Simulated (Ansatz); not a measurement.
C2H4Ge can be A, `C#[C][GeH3]`, or B, `[CH]1=[CH][GeH2]1`.

Computed with Ansatz on PBE0-D4/def2-TZVP structures; ΔE is electronic, products minus reactants. CCSD(T)/CBS is the MP2 limit (def2-TZVPP, def2-QZVPP) plus CCSD(T) − MP2 in def2-TZVPP, frozen cores. DFT in def2-TZVPP. B3LYP here is the variant with VWN-RPA as its local correlation; programs differ in this. For Ge outer-core shells are correlated without core-valence functions, which leaves a few kJ/mol of doubt a bond. Scalar relativity is left out up to krypton.

Q: Which is lower in electronic energy at CCSD(T)/CBS, and by how much? (An estimate is asked.)

A: Ansatz gave: A, by 12.7 kcal/mol.

Q: Give E(B) − E(A) in kcal/mol with CCSD(T)/def2-SVP, PBE-D4, B3LYP-D4, B3LYP, LDA (SPW92), MP2/def2-TZVPP, HF/def2-TZVPP. (An estimate is asked.)

A: The calculation gave: CCSD(T)/def2-SVP 14.1, PBE-D4 8.0, B3LYP-D4 13.7, B3LYP 14.0, LDA (SPW92) 4.4, MP2/def2-TZVPP 14.6, HF/def2-TZVPP 20.7. None reverses the order clearly.

Q: Does the order hold for the free energy at 298.15 K (harmonic terms from PBE0-D4)? (Best estimate.)

A: The calculation gave: Yes: G(B) − G(A) = +14.7 kcal/mol.

Largest T1 diagnostic: 0.013.

In def2-TZVPP, CCSD(T) changes the Hartree–Fock value by −6.4 kcal/mol (the triples alone add −1.0 kcal/mol) and MP2 by −6.1 kcal/mol. At CCSD(T), def2-SVP lies +1.4 kcal/mol from the extrapolated value and def2-TZVPP +1.6 kcal/mol.
